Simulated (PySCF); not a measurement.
FGaH6Si2, SMILES [F][Ga]([SiH3])[SiH3]. Heavy atoms are numbered as in [Ga:1]([F:2])([SiH3:3])[SiH3:7]. Hydrogens are named by the atom that carries them.

The structure is a stationary point at PBE0-D3(BJ)/def2-SVP.

Calculation: PySCF with PBE/pcSseg-1.

GIAO shieldings, no solvent; atoms alike by connectivity are averaged. δ = σ(ref) − σ: ¹⁹F against CFCl3 (σ = 133.6 ppm); ²⁹Si against TMS (σ = 335.4 ppm); ¹H against TMS (σ = 31.49 ppm), references at their B3LYP-D3(BJ)/def2-TZVP geometries, non-relativistic.

Task: Estimate the chemical shifts. (Estimate from the structure and the level; the computed values follow.)

Result: 
```csv
nucleus,atoms,count,δ (ppm)
¹⁹F,F2,1,-19.8
²⁹Si,Si3 (SiH3),2,-118.5
¹H,H on Si3,6,3.77
```
